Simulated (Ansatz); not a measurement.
Cost and result for the atomization energy of C2H6AlFO (11 atoms, 11 bonds).

```xyz
11

C     0.581   -1.222   -0.431
C    -0.394   -0.343    0.286
O     0.327    0.718    1.040
F    -1.060   -1.087    1.220
Al   -0.934    1.466   -0.282
H     0.037   -2.005   -0.961
H     1.152   -0.651   -1.166
H     1.268   -1.706    0.276
H     1.277    0.566    1.119
H    -2.103    2.241    0.445
H    -0.150    2.023   -1.546
```

Charge 0, multiplicity 1. The bonds changed during the relaxation, so this is another structure than the one it started from. Geometry: relaxed with PBE0-D4/def2-TZVP. It is one conformer, not always the lowest. Program: Ansatz. All runs use 4 threads of an Arm Neoverse V1 on a shared host. Times are those of one run each, without the atoms' runs, and a repeat can differ threefold. Electronic energies, without spin–orbit coupling; frozen cores. CCSD(T)/CBS adds CCSD(T) − MP2 in def2-TZVPP to the MP2 limit, and its time is that of the two runs behind it. T1 = 0.012. HSE06 is the plane-wave form, built on full-range PBE exchange.

CCSD(T)/CBS is a level of theory with its own doubt, some kJ/mol a heavy atom from the limit and from the frozen cores, so smaller differences don't rank the functionals.

```
                             level  functions  wall time  atomization (kJ/mol)  difference from CCSD(T)/CBS  per bond
   PBE-D4/def2-TZVPP (with forces)        250      2.6 s                3944.8                         68.4       6.2
                PBE0-D4/def2-TZVPP        250        3 s                3861.5                        -14.9      -1.4
               HSE06-D4/def2-TZVPP        250      3.1 s                3864.4                        -12.0      -1.1
               BHLYP-D4/def2-TZVPP        250      3.1 s                3731.2                       -145.2     -13.2
             r2SCANh-D4/def2-TZVPP        250        5 s                3856.7                        -19.7      -1.8
                  CCSD(T)/def2-SVP        104        5 s                3678.0                       -198.4     -18.0
r2SCAN-D4/def2-TZVPP (with forces)        250        5 s                3887.2                         10.8       1.0
                 B2PLYP/def2-TZVPP        250      5.5 s                3821.6                        -54.8      -5.0
               PBE-QIDH/def2-TZVPP        250      5.5 s                3833.1                        -43.3      -3.9
  ωB97M-V/def2-TZVPP (with forces)        250       12 s                3885.9                          9.5       0.9
                    MP2/def2-QZVPP        478       32 s                3903.7                         27.3       2.5
                CCSD(T)/def2-TZVPP        250    2.8 min                3773.2                       -103.2      -9.4
                 CCSD(T)/CBS(def2)          –    3.3 min                3876.4                          0.0       0.0
```

At CCSD(T), def2-SVP lies −198.3 kJ/mol from the extrapolated value and def2-TZVPP −103.2 kJ/mol: correlation converges slowly with the basis, and small sets miss more of it in the bonded molecule than in its fragments. The D4 term adds +31.5 kJ/mol with B3LYP and +16.4 kJ/mol with PBE0; it sums over pairs of atoms, weighted by their polarisabilities, and B3LYP, whose exchange is more repulsive, gets the larger term. Leaving LDA and LC-ωPBE aside and taking each functional with its dispersion term where it has one, the values spread over 213.6 kJ/mol, from BHLYP-D4 to PBE-D4. LDA lies +550.4 kJ/mol from PBE without D4, its usual overbinding.

B3LYP here is the variant with VWN-RPA as its local correlation; programs differ in this.
